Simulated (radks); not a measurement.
The numbers below are computed, except where a source is named.
Problem. Excited configurations of neutral thallium: one electron is placed in a higher orbital outside [Hg]. The ground configuration is [Hg] 6p1. Code: a radial shooting solver on a logarithmic mesh with Libxc functionals. Model: scalar-relativistic Kohn-Sham, LDA (Slater exchange, Perdew-Wang correlation), spin-polarised, spherical densities, point nucleus; open shells are filled with parallel spins first (spin-orbit coupling, left out, can overturn this in heavy ions). Excitation = E - E(ground); binding = E(ion) - E, where the ion is the core of charge +1; n* = 1/sqrt(2 binding) in atomic units, and the quantum defect is n - n*.

outer orbital  excitation (eV)  binding (eV)     n*  quantum defect  eigenvalue (eV)  <r> (bohr)
6f                       4.887         0.639  4.613           1.387           -0.381       29.21
7p                       3.538         1.988  2.616           4.384           -1.163       10.13
7d                       4.478         1.048  3.603           3.397           -0.602       18.29
7f                       5.066         0.460  5.437           1.563           -0.295       43.97

Estimate the row for 5f.

Solution. excitation (eV) 4.591; binding (eV) 0.936; n* 3.813; quantum defect 1.187; eigenvalue (eV) -0.465; <r> (bohr) 17.07. The Delta-SCF ionisation energy is 5.526 eV (NIST Atomic Spectra Database: 6.108 eV, measured). Self-interaction in the functional shifts the binding energies and quantum defects, so they are the method's values and not measured ones. Open shells are spherical and high-spin; term and fine-structure splittings are not resolved. Spin-orbit splitting is averaged out at the scalar-relativistic level.
